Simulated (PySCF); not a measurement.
C2H4BN3, SMILES NB1N=CC=N1. Coordinates come from a B3LYP-D3(BJ)/def2-SVP optimisation. The structure was generated by enumeration, and PubChem lists no compound with its InChIKey, so it may never have been made. One conformer was computed; it need not be the lowest.

Computed equilibrium geometry at B3LYP-D3(BJ)/def2-SVP (PySCF confirms it by a frequency run) as Cartesian coordinates in Å, and its point group (one conformer of several):
point group C2v.
```xyz
10

N      0.0000     0.0000     2.0609
B      0.0000     0.0000     0.6783
N      0.0000     1.2447    -0.1646
C      0.0000     0.7664    -1.3489
C      0.0000    -0.7664    -1.3489
N      0.0000    -1.2447    -0.1646
H      0.0000    -0.8571     2.6019
H      0.0000     0.8571     2.6019
H      0.0000     1.3803    -2.2647
H      0.0000    -1.3803    -2.2647
```
